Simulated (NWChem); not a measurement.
System: C₄H₃N; SMILES C#CCC#N

All runs: NWChem. Coordinates come from a PBE0/def2-SVP optimisation. Level: M05-2X/def2-SVP with SMD (1 M gas to 1 M solution), gas-phase geometry.

Problem. What does the run give for solvent 1,4-dioxane? Quantities: solvation free energy (kcal/mol); cavity-dispersion-structure term (kcal/mol); dipole in solution (D).

Solution. 
```json
{
  "solvation free energy (kcal/mol)": "-2.7",
  "cavity-dispersion-structure term (kcal/mol)": "2.3",
  "dipole in solution (D)": "4.08"
}
```
